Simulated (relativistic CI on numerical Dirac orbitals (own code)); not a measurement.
Calculated at this level of theory: Dirac-Coulomb-Breit CI, separate exchange-only KLI orbitals for each configuration, model QED (radiative potential, 1s self-energy scaled to tabulated hydrogen-like ionisation energies), unscaled Slater integrals (own radial code, finite nucleus).

The strongest absorption lines from the ground level of an ion, among the configurations computed and to levels below about 4360 eV (vacuum wavelength in Å, gf): 2.8472 (0.051), 2.8514 (0.027), 3.1728 (0.12), 3.1832 (0.065), 4.2154 (0.48), 4.2592 (0.27), 67.655 (0.11), 152.71 (0.023).

**Question.** Which ion is it?
A. Zr35+
B. Zr37+
C. Pd43+
D. Se31+

**Answer.** B. Zr37+ has 3 electrons and the ground level 2s 2S_1/2; the strongest line goes to 3p 2P°_3/2. The pattern of lines fixes the number of electrons, and along that sequence the line energies rise steadily with the charge (about as its square where n changes within one kind of shell, about linearly where n is kept but much faster in heavy ions where fine structure, which grows about as Z⁴, sets the gap, and irregularly where shells cross), which fixes Z. Configurations outside the model, such as inner-shell arrays, can give stronger lines. At this charge energies of transitions that change n are usually good to better than 1 %, and those within a shell (Δn = 0) to a few per cent.
